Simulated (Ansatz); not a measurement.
One change: `FBOC[SiH3]` becomes `O[SiH2]OBF`.

Ansatz, PBE0-D4/def2-TZVP geometries, multiplicity 1. Each molecule was computed in one conformer, which needn't be the lowest.

```tsv
property	`FBOC[SiH3]`
HOMO–LUMO gap (ωB97M-V/def2-TZVPP) / eV	12.70
LUMO energy (B3LYP/def2-TZVPP) / eV	0.02
size of the dipole moment (PBE/def2-TZVPP) / D	1.31
LUMO energy (PBE/def2-TZVPP) / eV	-0.69
size of the dipole moment (ωB97M-V/def2-TZVPP) / D	1.31
LUMO energy (ωB97M-V/def2-TZVPP) / eV	1.89
```

**Question.** Give the same properties after the change, and the shifts. (Best estimate.)

**Answer.** Computed: 
```json
{"property": "HOMO–LUMO gap (ωB97M-V/def2-TZVPP) / eV", "`O[SiH2]OBF`": "13.18", "shift": "0.48"}
{"property": "LUMO energy (B3LYP/def2-TZVPP) / eV", "`O[SiH2]OBF`": "-0.23", "shift": "-0.25"}
{"property": "size of the dipole moment (PBE/def2-TZVPP) / D", "`O[SiH2]OBF`": "2.11", "shift": "0.80"}
{"property": "LUMO energy (PBE/def2-TZVPP) / eV", "`O[SiH2]OBF`": "-0.89", "shift": "-0.20"}
{"property": "size of the dipole moment (ωB97M-V/def2-TZVPP) / D", "`O[SiH2]OBF`": "2.18", "shift": "0.87"}
{"property": "LUMO energy (ωB97M-V/def2-TZVPP) / eV", "`O[SiH2]OBF`": "1.66", "shift": "-0.23"}
```

With PBE0 the HOMO falls by 0.71 eV and the LUMO falls by 0.20 eV, so the gap widens by about 0.51 eV. PBE moves the HOMO by -0.61 eV and ωB97M-V by -0.70 eV. Dipoles are sizes alone; their direction can turn.

B3LYP here is the variant with VWN-RPA as its local correlation; programs differ in this.
